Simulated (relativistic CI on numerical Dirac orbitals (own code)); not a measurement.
**Pd5+: L-alpha,beta X-ray emission**

Computed with this model: Dirac-Coulomb-Breit CI, orbitals from a KLI potential per configuration, a model potential for QED, valence Slater integrals scaled by 0.8, multiplet model of X-ray emission after core ionisation; configurations [Kr] 4d5 → [He] 2s2 2p5 3s2 3p6 3d10 4s2 4p6 4d5 → [Ar] 3d9 4s2 4p6 4d5; 300 K; Lorentzian 2.8 eV and Gaussian 0.6 eV FWHM. Energies are those of the free ion, without screening or charge transfer. S is read from ⟨S²⟩ = S(S + 1).

free ion: ground-state S = 2.48, centroid 2892.42 eV. Peaks (eV, height): 2841.0 (100), 2985.0 (7), 2993.8 (45).

Strongest unbroadened transitions for free ion:

```
Energy (eV)  Relative strength
    2840.52               23.3
    2840.65                5.8
    2840.94              100.0
    2840.96               28.2
    2841.07                6.9
    2841.30               22.2
    2841.34               54.7
    2841.45                5.8
    2841.58               12.3
    2841.62               25.3
    2841.81                8.2
    2992.51                7.2
    2993.50                7.2
    2993.53               14.9
    2993.58               13.0
    2994.06               17.6
    2994.17                8.8
    2994.29               14.0
```
